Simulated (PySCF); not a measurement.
He (helium, neutral) across methods

1s1 2p1, high-spin 3P determinant (an excited configuration). Computed with PySCF 2.14 in aug-cc-pVTZ-DK (4s3p2d, 23 functions), with scalar relativity by spin-free X2C-1e.

```tsv
method	E (hartree)	mean ε 1s α (eV)	mean ε 2p α (eV)	Σ⟨r²⟩ (bohr²)	⟨S²⟩
r2SCAN0	-2.0276	-33.806	1.982	6.943	2.000
BHandHLYP	-2.0190	-35.830	1.419	6.954	2.000
revPBE	-2.0417	-29.866	2.909	7.002	2.000
PBE	-2.0317	-29.807	2.971	6.997	2.000
LDA	-1.9737	-29.043	3.188	6.997	2.000
r2SCAN	-2.0304	-31.043	2.807	6.951	2.000
PBE0	-2.0302	-32.931	2.048	6.979	2.000
wB97X	-2.0219	-35.202	-0.140	6.989	2.000
```

Estimate the same row for UHF.

E (hartree) = -2.01162; mean ε 1s α (eV) = -42.062; mean ε 2p α (eV) = -0.398; Σ⟨r²⟩ (bohr²) = 6.923; ⟨S²⟩ = 2.000.

The outer electron is Rydberg-like, and this basis confines it to a smaller radius and binds it less than a complete one would.

The highest occupied level is positive at r2SCAN0, BHandHLYP, revPBE, PBE, LDA, r2SCAN, PBE0: only the finite basis holds that electron, which in a density functional comes from self-interaction.
